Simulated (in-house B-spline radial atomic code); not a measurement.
Response of Ga+ as one setting changes: the radius of a hard wall (bohr). Method: TDHF. A dash marks a strongly mixed or unbound state. A box has no continuum, so excitations may lie above minus the highest level. Computed with a B-spline radial code for spherical atoms: linear response of the closed shell [Ar] 3d10 4s2 with bare exchange (time-dependent Hartree-Fock); scalar-relativistic (spin-free one-electron X2C), finite nucleus, no spin-orbit coupling, no double excitations, S, P, D and F terms only; shells from n = 2 respond. Only terms of natural parity with L up to 3 were computed.

```csv
radius of a hard wall (bohr),lowest 1P (eV),"lowest 3P, Tamm-Dancoff (eV)",minus highest occupied level (eV),α (bohr³)
2.5,4s → 4p 17.829,4s → 4p 11.741,-4.131,3.766
3,4s → 4p 14.231,4s → 4p 8.836,8.738,6.047
3.5,?,?,?,?
4,4s → 4p 10.635,4s → 4p 6.162,16.650,11.35
4.5,4s → 4p 9.721,4s → 4p 5.560,17.856,13.93
5.5,?,?,?,?
6.5,4s → 4p 8.282,4s → 4p 4.775,18.973,20.08
8,4s → 4p 8.069,4s → 4p 4.702,19.029,21.1
10,4s → 4p 8.021,4s → 4p 4.692,19.034,21.27
15,4s → 4p 8.016,4s → 4p 4.691,19.034,21.28
```

Question: What belongs in the row for 3.5?

Answer: lowest 1P (eV): 4s → 4p 12.031; lowest 3P, Tamm-Dancoff (eV): 4s → 4p 7.158; minus highest occupied level (eV): 14.160; α (bohr³): 8.648.

Question: What belongs in the row for 5.5?

Answer: lowest 1P (eV): 4s → 4p 8.715; lowest 3P, Tamm-Dancoff (eV): 4s → 4p 4.976; minus highest occupied level (eV): 18.754; α (bohr³): 17.93.
